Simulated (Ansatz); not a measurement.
C₃H₉N, triplet, at the geometry of the source list (a higher spin typed on purpose: for a closed-shell molecule this is an excited state); CAM-B3LYP/cc-pVDZ in Ansatz (a program for electronic structure).

The Ansatz input:
Ansatz 0.2 input:
```yaml
crystal:
  periodic: [false, false, false]
  atoms:
    - {symbol: C, position_ang: [-0.61420000, 1.11590000, 0.56410000]}
    - {symbol: C, position_ang: [-0.09010000, 0.02020000, -0.36040000]}
    - {symbol: C, position_ang: [1.35060000, -0.34120000, -0.00900000]}
    - {symbol: N, position_ang: [-0.92020000, -1.16670000, -0.18850000]}
    - {symbol: H, position_ang: [0.00310000, 2.00670000, 0.48570000]}
    - {symbol: H, position_ang: [-0.60020000, 0.76100000, 1.59070000]}
    - {symbol: H, position_ang: [-1.63700000, 1.37810000, 0.30330000]}
    - {symbol: H, position_ang: [-0.11220000, 0.39990000, -1.40170000]}
    - {symbol: H, position_ang: [1.72360000, -1.11430000, -0.67700000]}
    - {symbol: H, position_ang: [1.39180000, -0.71630000, 1.00970000]}
    - {symbol: H, position_ang: [1.99300000, 0.53090000, -0.09460000]}
    - {symbol: H, position_ang: [-0.60270000, -1.91270000, -0.79820000]}
    - {symbol: H, position_ang: [-1.88540000, -0.96140000, -0.42410000]}
basis:
  gaussian:
    orbitals: cc-pVDZ
hamiltonian:
  xc: cam_b3lyp
magnetization: {spin_polarized: true, initial_magnetization: 2}
accuracy: high
```

Output, abridged:

```
Functional definition: CAM-B3LYP
2530 factors; integrals over basis functions are off by at most 3.5e-9 eV
470 factors; integrals over basis functions are off by at most 1.5e-9 eV
mean field evaluation 1: about -4733.2040 eV, gradient 3.1e1 eV
mean field evaluation 2: about -4734.6461 eV, gradient 2.7e1 eV
mean field evaluation 4: about -4738.3420 eV, gradient 1.9e0 eV
mean field evaluation 8: about -4738.6747 eV, gradient 3.5e-1 eV
mean field evaluation 16: about -4738.6854 eV, gradient 3.6e-3 eV
mean field evaluation 32: about -4738.6854 eV, gradient 2.2e-7 eV
mean field -4738.68541009 eV, -174.1434768243 hartree, gradient 6.4e-8 eV, S^2 2.003770; 0 other end points of the search recorded, 0 dependent functions left out
reference -4738.68543167 eV, -174.1434776175 hartree; 18, 16 occupied and 83, 85 virtual orbitals, 2530 factors
Total energy: -4738.68543167 eV, -174.1434776175 hartree
```
